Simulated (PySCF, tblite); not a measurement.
Calculations on `C#C[C@@H](CN)B(O)O`, in the order of a workflow; each names the level of the geometry that it ran on. Settings lines and outputs come from a driver script.

Species: C4H8BNO2.
Numbering: `[CH:1]#[C:2][C@@H:3]([CH2:4][NH2:5])[B:6]([OH:7])[OH:8]` (hydrogens: H9 on C1; H10 on C3; H11, H12 on C4; H13, H14 on N5; H15 on O7; H16 on O8)

Step 1: GFN2-xTB geometry optimisation, gas phase (tblite 0.8.0) (from a force-field or distance-geometry start)
```json
{"job": {"kind": "relax", "xc": "GFN2-xTB", "basis": "xTB"}, "charge": 0, "multiplicity": 1}
```
```
step      E/eV     max force
  0    -676.99056    4.510
  1    -677.60107    2.511
  2    -677.54887    8.415
...
 66    -678.34760    0.021
 67    -678.34764    0.018
 68    -678.34766    0.016
 69    -678.34769    0.017
 70    -678.34771    0.010
```

Energy lowered by 31.3 kcal/mol over 70 steps; largest atomic force 0.010 eV/Å at the end. «max force» is the largest atomic force in eV/Å.

Hardware: one thread of an Arm Neoverse V2, shared host. Cost: 0.31 s wall.

Step 2: GFN2-xTB harmonic vibrations, gas phase (tblite 0.8.0) (on the GFN2-xTB geometry)
```json
{"job": {"kind": "ir", "xc": "GFN2-xTB", "basis": "xTB"}, "charge": 0, "multiplicity": 1}
```
```
(table of modes left out)
```

42 modes from 27 to 3607 cm⁻¹ (unscaled, harmonic); zero-point energy 76.8 kcal/mol; all wavenumbers are real at this level.

On Arm Neoverse V2, one thread, shared host with 96 logical CPUs at a one-minute load of 50, this took 0.35 s wall.

Step 3: TDDFT CAM-B3LYP/def2-SVPD, vertical, gas phase, core orbitals frozen in the response (PySCF 2.14.0, density-fitted response routines) (on the GFN2-xTB geometry)
```json
{"job": {"kind": "uv", "xc": "CAM-B3LYP", "basis": "def2-SVPD", "nstates": 8, "ntriplets": 3}, "charge": 0, "multiplicity": 1}
```
```
...
Static polarisability (au): isotropic 75.093, principal 58.439 77.033 89.808
Singlet excitations
state   eV       nm        f      main configurations
  1   6.4333    192.7   0.00746   H->L+2 0.40, H->L 0.28, H->L+1 0.17
  2   6.6310    187.0   0.00005   H-1->L+4 0.47, H-1->L+2 0.13, H-1->L 0.09
  3   6.9294    178.9   0.00725   H-2->L+4 0.27, H-1->L+3 0.21
  4   6.9914    177.3   0.00150   H-2->L+3 0.36, H-2->L+7 0.09, H-2->L+8 0.08
  5   7.1244    174.0   0.00130   H->L 0.43, H->L+3 0.12
  6   7.2627    170.7   0.02560   H-1->L 0.49, H-1->L+1 0.18
  7   7.4162    167.2   0.02359   H-2->L 0.39, H-2->L+1 0.16, H->L+1 0.14
  8   7.6115    162.9   0.02256   H-2->L 0.20, H->L+1 0.17, H->L+3 0.10
Triplet excitations (Tamm-Dancoff, eV): 5.5817 6.0465 6.0703
```

HOMO -8.38 eV, LUMO 0.63 eV; lowest singlet 6.43 eV; lowest triplet 5.58 eV (Tamm–Dancoff); mean polarisability 75.1 au.

The run took 56 s (grids of density and orbitals included) on one thread of an Arm Neoverse V2, no GPU, shared host with 96 logical CPUs at a one-minute load of 49, and the process peaked at 1.0 GiB of memory.

Geometry of the electronic-property runs (GFN2-xTB):
```
atom  x, y, z in Å
C1    -0.595    2.295   -0.974
C2    -0.332    1.148   -0.748
C3    -0.063   -0.235   -0.405
C4     1.198   -0.325    0.474
N5     2.369    0.045   -0.305
B6    -1.354   -0.925    0.282
O7    -2.597   -0.383    0.213
O8    -1.190   -2.091    0.933
H9    -0.791    3.300   -1.202
H10    0.165   -0.770   -1.335
H11    1.320   -1.361    0.798
H12    1.050    0.300    1.371
H13    2.265    0.996   -0.647
H14    3.203    0.011    0.272
H15   -2.659    0.457   -0.243
H16   -1.996   -2.452    1.306
```

 (This holds for the electronic-property runs.)

One conformer stands for the species.
